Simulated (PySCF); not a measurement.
An unknown gives this computed stick spectrum. The calculation used PySCF 2.14.0, density-fitted response routines, TDDFT CAM-B3LYP/def2-SVPD, vertical, gas phase, core orbitals frozen in the response. Geometries: GFN2-xTB, one conformer each.

```json
{"state": "S1", "λ (nm)": "297.9", "f": "0.0011"}
{"state": "S2", "λ (nm)": "196.2", "f": "0.0051"}
{"state": "S3", "λ (nm)": "185.5", "f": "0.0018"}
{"state": "S4", "λ (nm)": "182.8", "f": "0.177"}
{"state": "S5", "λ (nm)": "166.8", "f": "0.017"}
{"state": "S6", "λ (nm)": "166.4", "f": "0.010"}
{"state": "S7", "λ (nm)": "163.3", "f": "0.0033"}
{"state": "S8", "λ (nm)": "161.8", "f": "0.020"}
```

Triplets computed (Tamm–Dancoff): 3.57, 4.99, 6.31 eV.

**Question.** Which candidate is it? All have the formula C4H11NOSi.
A. `[SiH2](N=C)[C@@H](CO)C`
B. `C=CC[Si@@H](O)NC`
C. `O[Si@H]1CCCNC1`

**Answer.** A. Its S1, at 4.16 eV, is the lowest among the candidates; the nearest of the others has S1 at 5.35 eV. S1 is HOMO→LUMO (82%), HOMO-1→LUMO (9%). Löwdin shares by element: HOMO nitrogen 44%, oxygen 12%, carbon 12% or more, silicon 8% (atoms not listed hold the other 25%); LUMO carbon 40% or more, nitrogen 33%, hydrogen 15% or more. At the same level the other candidates give, for their lowest levels:
- `O[Si@H]1CCCNC1`: 232 nm (f 0.000); 206 nm (f 0.004); 199 nm (f 0.018); 188 nm (f 0.009); 185 nm (f 0.043); T1 5.20 eV; HOMO -7.20, LUMO 0.86 eV
- `C=CC[Si@@H](O)NC`: 201 nm (f 0.001); 184 nm (f 0.192); 182 nm (f 0.141); 179 nm (f 0.023); 175 nm (f 0.027); T1 4.35 eV; HOMO -8.25, LUMO 1.11 eV

Conformer computed: `[CH2:1]=[N:2][SiH2:3][C@H:4]([CH3:5])[CH2:6][OH:7]`: C1–N2–Si3–C4 122°, N2–Si3–C4–C5 172°, Si3–C4–C6–O7 -67°, H–O7–C6–C4 57°.

Without π bonds the low states are Rydberg-like; a valence basis with one diffuse set may place them up to an eV too high.
